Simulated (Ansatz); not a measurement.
trans-NiH(PF3)2F (NiP₂HF₇) was relaxed with PBE-D4 (def2-SVP) in Ansatz in these states: neutral singlet, neutral triplet. The geometries follow in no particular order.

A:

```csv
atom,x (Å),y (Å),z (Å)
Ni1,-0.043,0.080,-0.191
H2,-0.464,1.562,-0.143
P3,-1.932,-0.917,0.396
F4,-1.967,-2.490,0.688
F5,-3.335,-0.787,-0.386
F6,-2.414,-0.375,1.814
F7,0.300,-0.878,1.352
P8,1.954,0.701,-0.774
F9,2.628,1.581,0.374
F10,2.047,1.738,-1.991
F11,3.228,-0.213,-1.138
```

B:

```tsv
atom	x (Å)	y (Å)	z (Å)
Ni1	-0.011	0.035	0.079
H2	0.095	-0.526	-1.266
P3	-0.425	-1.905	0.703
F4	0.563	-2.553	1.778
F5	-0.481	-3.117	-0.336
F6	-1.817	-2.156	1.444
F7	-0.144	0.723	1.743
P8	0.434	1.860	-0.810
F9	-0.643	3.031	-0.662
F10	0.698	1.973	-2.382
F11	1.731	2.634	-0.291
```

Q: Judge from the bond lengths which geometry belongs to which state (an estimate).

A: A is the neutral triplet (Ni1–P3 2.215 Å, Ni1–P8 2.171 Å, Ni1–H2 1.542 Å); B is the neutral singlet (Ni1–P3 2.079 Å, Ni1–P8 2.079 Å, Ni1–H2 1.461 Å).

At PBE0-D4/def2-TZVP a singlet lies 1.00 eV below the neutral triplet. The name describes the singlet; other states may take another shape.
